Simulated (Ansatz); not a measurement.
Consider the ligand exchange at the Si–Br bond: `C[Si]1(Br)CO1` + H₂S → `C[Si]1(S)CO1` + HBr.

Calculated with Ansatz (gas phase, PBE0-D4/def2-TZVP geometries, no zero-point term in ΔE). CBS: MP2 limit from def2 TZ/QZ plus the TZ coupled-cluster correction, frozen cores. This one scheme is used for every species. DFT in def2-TZVPP. B3LYP here is the variant with VWN-RPA as its local correlation; programs differ in this. For Br outer-core shells are correlated without core-valence functions, which leaves a few kJ/mol of doubt a bond. Scalar relativity is left out up to krypton. One conformer a species, not always the lowest.

| level | ΔE (kJ/mol) | difference from CCSD(T)/CBS |
| --- | --- | --- |
| PBE-D4 | 29.1 | -5.1 |
| r2SCAN-D4 | 31.7 | -2.5 |
| PBE0-D4 | 30.8 | -3.4 |
| B3LYP-D4 | 32.1 | -2.1 |
| ωB97X-V | 32.6 | -1.6 |
| ωB97M-V | 33.6 | -0.6 |
| B2PLYP | 33.5 | -0.7 |
| PBE | 30.0 | -4.2 |
| r2SCAN | 32.1 | -2.1 |
| PBE0 | 31.6 | -2.6 |
| B3LYP | 33.5 | -0.7 |
| HF/def2-TZVPP | 39.5 | 5.3 |
| MP2/def2-TZVPP | 33.5 | -0.7 |
| SCS-MP2/def2-TZVPP | 34.0 | -0.2 |
| CCSD/def2-TZVPP | 33.3 | -0.9 |
| CCSD(T)/def2-TZVPP | 32.0 | -2.2 |
| HF/def2-QZVPP | 39.6 | 5.4 |
| MP2/def2-QZVPP | 34.8 | 0.6 |
| SCS-MP2/def2-QZVPP | 35.0 | 0.8 |
| HF/CBS(def2) | 39.6 | 5.4 |
| MP2/CBS(def2) | 35.7 | 1.5 |
| CCSD/CBS(def2) | 35.5 | 1.3 |
| CCSD(T)/CBS | 34.2 | 0 |

Largest T1 diagnostic among the species: 0.012.

In def2-TZVPP, CCSD(T) changes the Hartree–Fock value by −7.5 kJ/mol (the triples alone add −1.3 kJ/mol) and MP2 by −6.0 kJ/mol.

CCSD(T)/CBS has its own doubt, a few kJ/mol and more with outer-core shells, so smaller differences from it don't rank the levels.
